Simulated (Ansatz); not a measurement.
TCNQ (C12H4N4), SMILES C(#N)C(C#N)=c1ccc(cc1)=C(C#N)C#N. Heavy atoms are numbered as in [N:1]#[C:2][C:3]([C:4]#[N:5])=[c:6]1[cH:7][cH:8][c:9](=[C:10]([C:11]#[N:12])[C:13]#[N:14])[cH:15][cH:16]1.

Computed with CAM-B3LYP-D3(BJ)/def2-SVP (Ansatz, an electronic-structure program).

Bond lengths of the relaxed neutral molecule (Å): N1–C2 1.155, C2–C3 1.432, C3–C4 1.432, C3–C6 1.373, C4–N5 1.155, C6–C7 1.452, C6–C16 1.452, C7–C8 1.347, C8–C9 1.452, C9–C10 1.373, C9–C15 1.452, C10–C11 1.432, C10–C13 1.432, C11–N12 1.155, C13–N14 1.155, C15–C16 1.347.

### Question
How do the bond lengths change in the relaxed cation? (An estimate is asked for; the answer gives what the named calculation found.)

### Answer

```tsv
bond	neutral (Å)	cation (Å)
N1–C2	1.155	1.157
C2–C3	1.432	1.420
C3–C4	1.432	1.420
C3–C6	1.373	1.413
C4–N5	1.155	1.157
C6–C7	1.452	1.432
C6–C16	1.452	1.432
C7–C8	1.347	1.364
C8–C9	1.452	1.432
C9–C10	1.373	1.413
C9–C15	1.452	1.432
C10–C11	1.432	1.420
C10–C13	1.432	1.420
C11–N12	1.155	1.157
C13–N14	1.155	1.157
C15–C16	1.347	1.364
```
